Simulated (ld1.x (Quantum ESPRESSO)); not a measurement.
**What the settings do to the ultrasoft potential of Ar (Z = 18)**

Base potential:

Ar, ultrasoft, made with ld1.x (Quantum ESPRESSO) 7.5 (Wu–Cohen, scalar-relativistic). Core [Ne], reference 3s2 3p5 (charge +1). Waves: 3s (bound): rcut 0.90, rcutus 1.25 bohr; 3s channel at -2.2 Ry: rcut 0.90, rcutus 1.25 bohr; 3p (bound): rcut 0.85, rcutus 1.00 bohr; 3p channel at 2.8 Ry: rcut 0.85, rcutus 1.00 bohr; 3d channel at 0.5 Ry: rcut 0.80, rcutus 1.05 bohr. Local part: all-electron potential smoothed inside 1.05 bohr (lloc = -1). Core correction: a·sin(br)/r model core inside 0.70 bohr. Augmentation charge: built from norm-conserving waves at rcut, not smoothed further.

All-electron outer shells of the reference configuration (Wu–Cohen, scalar-relativistic, ld1.x):

| shell | level (eV) | outermost node (bohr) | outermost maximum (bohr) |
| --- | --- | --- | --- |
| 3s | -36.63 | 0.52 | 1.16 |
| 3p | -22.10 | 0.49 | 1.26 |

Cutoffs, loose and tight: the cutoffs (Ry, on a coarse ladder) from which the occupation-weighted sum of valence levels, in a spherical-Bessel basis at the reference potential, stays within 10 and 1 mRy of its value at 400 Ry. They do not see the model core or the augmentation charge, which bear on the density cutoff. Test errors are all-electron minus pseudo excitation energies from the reference, over the configurations 3s2 3p6; 3s2 3p4; 3s2 3p3; 3s1 3p6; 3s2 3p2; 3s2 3p5.5. A dash means not determined; rows that change the core or the reference have their own tests. The largest error is taken over the tests solved by every variant that gives reliable tests at all: 3s1 3p6; 3s2 3p2; 3s2 3p3; 3s2 3p4; 3s2 3p6.

A true bound ghost makes a file unfit for plane-wave use even where its test errors are small: the radial tests pick states by their node count and pass the ghost by.

| change | outcome | cutoff, loose | cutoff, tight | bound ghosts | largest test error (meV) |
| --- | --- | --- | --- | --- | --- |
| base | generated | 45 Ry | 90 Ry | none | +46 |
| local potential all-electron potential smoothed inside 0.52 bohr (lloc = -1) | generated | 45 Ry | 160 Ry | s, p | +82 |
| local potential all-electron potential smoothed inside 0.60 bohr (lloc = -1) | generated | 45 Ry | 80 Ry | s | +56 |
| local potential all-electron potential smoothed inside 0.72 bohr (lloc = -1) | generated | 45 Ry | 70 Ry | none | +55 |
| local potential all-electron potential smoothed inside 0.84 bohr (lloc = -1) | generated | 45 Ry | 90 Ry | none | +47 |
| local potential all-electron potential smoothed inside 0.98 bohr (lloc = -1) | generated | 45 Ry | 90 Ry | none | +46 |
| local potential all-electron potential smoothed inside 1.06 bohr (lloc = -1) | generated | 45 Ry | 90 Ry | none | +46 |
| local potential all-electron potential smoothed inside 1.24 bohr (lloc = -1) | generated | 45 Ry | 90 Ry | none | +45 |
| local potential all-electron potential smoothed inside 1.34 bohr (lloc = -1) | generated | 45 Ry | 90 Ry | none | +45 |
| local potential all-electron potential smoothed inside 1.46 bohr (lloc = -1) | generated | 50 Ry | 90 Ry | p | +41 |

Reading the sweep of the rcloc (base included, trends over the rows without a ghost): The loose cutoff stays near 45 Ry. The median size of the test errors (rows with all tests solved) stays near 2.2 meV. Bound ghosts are found at 0.52, 0.6, 1.46 bohr.
